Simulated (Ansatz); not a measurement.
Gas-phase electronic energies from Ansatz, PBE0-D4/def2-TZVP geometries. CCSD(T)/CBS adds triple-zeta CCSD(T) − MP2 to the extrapolated MP2 energy (def2 sets, frozen cores). DFT in def2-TZVPP. For Ge outer-core shells are correlated without core-valence functions, which leaves a few kJ/mol of doubt a bond. Scalar relativity is left out up to krypton. One conformer a species, not always the lowest.

Consider the formal exchange of groups at a B–Si bond: `ClB(Cl)[SiH2][GeH3]` + GeH₄ → `Cl[B](Cl)[GeH3]` + `[SiH3][GeH3]`.

**Question.** Is it downhill or uphill in electronic energy at CCSD(T)/CBS, and by how much? (Estimate.)

**Answer.** Ansatz gave: Nearly level: ΔE = -0.02 eV.

**Question.** What do these levels give: ωB97M-V, r2SCAN, PBE0, SCS-MP2/def2-QZVPP, HF/CBS(def2), MP2/CBS(def2)? (An estimate is asked.)

**Answer.** Ansatz gave: ωB97M-V -0.01, r2SCAN 0.01, PBE0 0.00, SCS-MP2/def2-QZVPP -0.03, HF/CBS(def2) -0.04, MP2/CBS(def2) -0.03 eV.

Largest T1 diagnostic among the species: 0.013.

In def2-TZVPP, CCSD(T) changes the Hartree–Fock value by +0.04 eV (the triples alone add +0.01 eV) and MP2 by +0.03 eV. The D4 term adds +0.05 eV with B3LYP and +0.03 eV with PBE0; it sums over pairs of atoms, weighted by their polarisabilities, and B3LYP, whose exchange is more repulsive, gets the larger term.

B3LYP here is the variant with VWN-RPA as its local correlation; programs differ in this.
